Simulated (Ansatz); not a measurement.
`C=CB[SiH2][SiH3]`, relaxed with RKS PBE-D4/def2-SVP in Ansatz 0.2.0 from a rough embedded geometry. The force threshold is 0.03 eV/Å; the program also tests the step.

Total charge 0; spin multiplicity 1.

Start:

```xyz
14

C    -0.129   -2.404   -1.451
C     0.028   -1.178   -1.100
B    -1.073   -0.391   -0.292
Si   -0.667    1.425    0.342
Si    1.124    1.499    1.554
H    -1.099   -2.982   -1.231
H     0.603   -2.969   -2.030
H     0.971   -0.702   -1.321
H    -2.032   -0.936    0.017
H    -1.826    1.934    1.037
H    -0.485    2.266   -0.935
H     0.951    0.635    2.743
H     2.228    0.948    0.740
H     1.406    2.856    1.927
```

```csv
step,energy (eV),largest force (eV/Å),largest move (Å)
1,-18630.5680,5.097,0.000
2,-18631.2026,1.446,0.162
3 (rejected),-18631.1831,1.214,0.178
4,-18631.3014,0.243,0.089
5,-18631.3085,0.084,0.081
6,-18631.3147,0.091,0.150
7,-18631.3171,0.171,0.101
8,-18631.3202,0.134,0.043
9,-18631.3260,0.137,0.200
10 (rejected),-18631.3254,0.206,0.080
11,-18631.3280,0.056,0.040
12,-18631.3291,0.082,0.097
13,-18631.3297,0.050,0.011
14 (rejected),-18631.3295,0.104,0.028
15,-18631.3301,0.011,0.013
16,-18631.3302,0.017,0.036
17,-18631.3303,0.020,0.035
```

End:

```xyz
14

C    -0.217   -2.526   -1.553
C    -0.081   -1.189   -1.349
B    -0.885   -0.465   -0.245
Si   -0.680    1.489    0.155
Si    1.084    1.539    1.736
H    -0.893   -3.126   -0.919
H     0.329   -3.070   -2.345
H     0.611   -0.640   -2.015
H    -1.611   -1.136    0.472
H    -1.869    2.147    0.808
H    -0.231    2.347   -1.004
H     0.740    0.704    2.941
H     2.342    0.981    1.122
H     1.362    2.947    2.195
```

Run time 26 s (4 threads of an Arm Neoverse V1 on a shared host); peak host memory 0.17 GiB.
